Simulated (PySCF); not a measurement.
B3LYP has the VWN-RPA correlation part, as in Gaussian. 

[Zn(Br)(H)] (charge 0, multiplicity 1)

Level of theory: B3LYP-D3(BJ)/def2-TZVP // BP86-D3(BJ)/def2-SVP (PySCF).

```
Property                                                                  Result
----------------------------------------  --------------------------------------
HOMO                                                                    -8.08 eV
dipole moment                                                             1.58 D
HOMO–LUMO gap                                                            7.12 eV
LUMO                                                                    -0.96 eV
charge on the central atom (Mulliken)                                     0.33 e
charge on the central atom (meta-Löwdin)                                  0.99 e
total energy                                                       -118486.11 eV
cost                                      about 24 core-seconds (a rough figure)
```

Bond lengths (Å): Zn1–Br2 2.251, Zn1–H3 1.527. Angles (°): Br2–Zn1–H3 179.9.
